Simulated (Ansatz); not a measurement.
Molecule: 3-chlorofuran, C4H3ClO, net charge 0, singlet state. SMILES: c1c(cco1)Cl
Coordinates optimised at B3LYP-D3(BJ)/def2-TZVP (Ansatz, a first-principles code):
```
C
C 1 1.3561
O 2 1.3611 1 109.26
C 3 1.3607 2 107.38 1 0.00
C 4 1.3547 3 110.63 2 0.00
H 2 1.0742 1 133.42 5 180.00
H 4 1.0752 5 133.28 1 180.00
H 5 1.0758 4 127.64 7 0.00
Cl 1 1.7206 2 126.48 6 0.00
```

Property: atomisation energy (electronic, to ground-state atoms), in kJ/mol. Cores are frozen in the correlated levels unless marked. Open shells are spin-unrestricted. No spin-orbit coupling. Non-relativistic. The coupled-cluster limit lacks core correlation, which all-electron functionals hold. CBS(X,Y): correlation extrapolated as X^-3; Hartree-Fock from the larger set.

The Hartree-Fock reference is unstable (checked in the largest basis), which strains HF and MP2. 

| level | program | atomisation energy (kJ/mol) |
|---|---|---|
| r2SCAN-D4/def2-TZVPD | Ansatz + dftd4 | 4099.4 |
| B3LYP/def2-TZVPD | Ansatz | ___ |
| PBE0/6-31G* | Ansatz | 4112.7 |
| SCS-MP2/STO-3G | Ansatz | 3827.1 |
| CCSD(T)/CBS(aug-cc-pV(T+d)Z,aug-cc-pV(Q+d)Z) | Ansatz | ___ |

Q: Complete the blanks.

A: 
- B3LYP/def2-TZVPD, atomisation energy (kJ/mol): 4013.6
- CCSD(T)/CBS(aug-cc-pV(T+d)Z,aug-cc-pV(Q+d)Z), atomisation energy (kJ/mol): 4050.2
